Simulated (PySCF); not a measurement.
H₅P, SMILES [H][P@TB7]([H])([H])([H])[H].

Coordinates come from a PBE0-D3(BJ)/def2-TZVPD optimisation.

Two levels are set side by side: PBE/def2-TZVPD (PySCF) and CAM-B3LYP/def2-TZVPD (PySCF). Same geometry, gas phase. Differences are taken from unrounded values.

```
quantity                     CAM-B3LYP
---------------------------  ---------
orbital gap (eV)                  7.90
highest occupied level (eV)      -7.51
lowest empty level (eV)           0.39
mean polarisability (bohr³)       34.5
```

### Question
What does PBE give, and how far is it from CAM-B3LYP? (Estimate from the structure and the level; the computed values follow.)

### Answer

```
quantity                       PBE  PBE minus CAM-B3LYP
---------------------------  -----  -------------------
orbital gap (eV)              4.05                -3.85
highest occupied level (eV)  -5.04                 2.47
lowest empty level (eV)      -0.99                -1.38
mean polarisability (bohr³)   35.9                  1.4
```

Without exact exchange PBE keeps part of each electron's self-repulsion, which lifts occupied levels and narrows the gap. PBE's more diffuse valence density responds more strongly to a field. Differences between two approximate levels are no errors against the true value.

Rough cost on one machine, each run with all the roots and properties that it gave: CAM-B3LYP against PBE within a factor of 2.
